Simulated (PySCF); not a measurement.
Te(F)(Me) (CH3FTe), SMILES C[Te]F. Geometry optimised at PBE-D3(BJ)/def2-TZVP. The def2 effective core potentials stand for the cores of Te; spin–orbit coupling is left out.

**Question.** Give the equilibrium geometry at PBE-D3(BJ)/def2-TZVP (PySCF confirms it by a frequency run) as bond lengths and angles, and its point group. (An estimate is asked for; the answer gives what the named calculation found.)

**Answer.** point group Cs.
Atoms: Te1 F2 C3 H4 H5 H6. Bonds (Å): Te1–F2 1.948, Te1–C3 2.141, C3–H4 1.100, C3–H5 1.094, C3–H6 1.094. Bond angles (°): F2–Te1–C3 94.1, Te1–C3–H4 106.1, Te1–C3–H5 109.6, Te1–C3–H6 109.6, H4–C3–H5 109.8, H4–C3–H6 109.8, H5–C3–H6 111.8.
